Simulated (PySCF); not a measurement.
Distorted geometries of ReH6

ReH6 (doublet). PySCF 2.14.0, UKS TPSS, Re def2-SVP with ECP60, H def2-SVP; non-relativistic Hamiltonian with scalar-relativistic core potentials where named; density fitting; no spin-orbit coupling. Relaxed geometry:

```xyz
7

Re    0.0000    0.0000   -0.1209
H     1.0528    0.0000    1.1634
H    -0.5264    0.9118    1.1634
H    -0.5264   -0.9118    1.1634
H     1.5472    0.0000   -0.7471
H    -0.7736    1.3400   -0.7471
H    -0.7736   -1.3399   -0.7471
```

Problem. Order these distorted geometries by energy above the relaxed one, lowest first.
A.
```xyz
7

Re   -0.0030    0.0902   -0.1331
H     1.0849    0.1064    1.1313
H    -0.5336    0.9021    1.2041
H    -0.5404   -0.9934    1.0621
H     1.5537   -0.1643   -0.7135
H    -0.7503    1.3906   -0.6796
H    -0.8114   -1.3316   -0.7435
```
B.
```xyz
7

Re    0.0162    0.1281   -0.2574
H     1.1533    0.2147    1.5591
H    -0.6987    0.7839    1.2345
H    -0.3475   -1.1153    1.0906
H     1.4097   -0.0135   -0.9367
H    -0.7262    1.3326   -0.7786
H    -0.8068   -1.3305   -0.7836
```
C.
```xyz
7

Re    0.0755    0.0006   -0.0887
H     1.0454   -0.0193    1.1706
H    -0.5528    0.8695    1.1320
H    -0.5436   -0.9356    1.1529
H     1.5272    0.0253   -0.7166
H    -0.7680    1.3758   -0.7677
H    -0.7837   -1.3163   -0.7546
```

Solution. A (0.19 eV), C (0.22 eV), B (2.11 eV).

Problem. Which forces (eV/Å) act in the one that lies 0.22 eV up?

Solution. 
```
Re  -4.01  0.05 -1.72
H    0.70 -0.19  1.02
H   -0.03  0.31  0.50
H    0.20 -0.08  0.05
H    1.79  0.21 -0.63
H    0.81 -0.62  0.29
H    0.54  0.32  0.48
```
Forces carry noise of the integration grid, about 0.01 to 0.03 eV/Å.

No frequency check is given that shows the relaxed geometry to be a minimum. Open shells may have lower solutions than the one found.
